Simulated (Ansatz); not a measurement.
Reaction (silylene formation by 1,1-elimination): `C[SiH](F)[SiH2]O` → `C[SiH2]O` + `F[SiH]`

Isolated molecules relaxed with PBE0-D4/def2-TZVP in Ansatz; ΔE leaves out vibrations. CBS: MP2 limit from def2 TZ/QZ plus the TZ coupled-cluster correction, frozen cores. This one scheme is used for every species. Functionals use def2-TZVPP. One conformer a species, not always the lowest.

```json
{"level": "BLYP-D4", "ΔE (kJ/mol)": "175.3"}
{"level": "HF/def2-QZVPP", "ΔE (kJ/mol)": "169.9"}
```

Task: What does CCSD(T)/CBS give? (Estimate.)

Result: The calculation gave: +188.4 kJ/mol. The listed levels differ from it by -13.1, -18.5 kJ/mol.

Largest T1 diagnostic among the species: 0.015.

Leaving LDA and LC-ωPBE aside and taking each functional with its dispersion term where it has one, the values, not all of them listed here, spread over 38.0 kJ/mol, from BLYP-D4 to r2SCAN0-D4. LDA lies +29.0 kJ/mol from PBE without D4. From PBE to PBE0 (25 % exact exchange), in def2-TZVPP and without D4, ΔE moves by +9.3 kJ/mol. In def2-TZVPP, CCSD(T) changes the Hartree–Fock value by +11.2 kJ/mol (the triples alone add +3.2 kJ/mol) and MP2 by +22.6 kJ/mol.
